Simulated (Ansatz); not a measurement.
`C[N](C)[Hf]([F])([Cl])[I]`, relaxed with RKS PBE0-D4/def2-TZVP in the Gaussian-basis code of Ansatz from a GFN2-xTB geometry. The force threshold is 0.005 eV/Å; the program also tests the step.

Total charge 0; spin multiplicity 1. Hf, I: def2 effective core potential.

Start:

```xyz
13

C     0.207    0.403    1.456
N    -0.253    0.670    0.093
C     0.902    0.852   -0.789
Hf   -1.205   -0.945   -0.523
F     0.184   -2.184   -0.481
Cl   -2.648   -1.733    1.040
I    -1.798   -0.816   -3.185
H     0.846   -0.500    1.499
H     0.796    1.250    1.832
H    -0.658    0.273    2.115
H     1.525    1.679   -0.430
H     1.538   -0.055   -0.828
H     0.564    1.106   -1.799
```

(1) How much energy does the relaxation release, and in how many steps? (An estimate is asked.)

(2) Which bonds change most? (An estimate is asked.)

(3) Give the relaxed structure. (An estimate is asked.)

Answers

(1) Computed: 0.74 eV, in 28 steps.

(2) Ansatz gave: Hf4–Cl6 from 2.268 to 2.354 Å; Hf4–F5 from 1.861 to 1.894 Å; N2–C3 from 1.464 to 1.443 Å.

(3) The calculation gave: 
```xyz
13

C    -0.104    0.822    1.179
N     0.218    0.053   -0.006
C     1.536    0.318   -0.531
Hf   -1.199   -1.169   -0.669
F    -0.430   -2.116   -2.118
Cl   -1.822   -2.576    1.112
I    -3.285    0.406   -1.459
H     0.593    0.602    1.997
H    -0.075    1.899    0.972
H    -1.113    0.589    1.540
H     1.642    1.373   -0.813
H     2.310    0.090    0.213
H     1.729   -0.290   -1.417
```
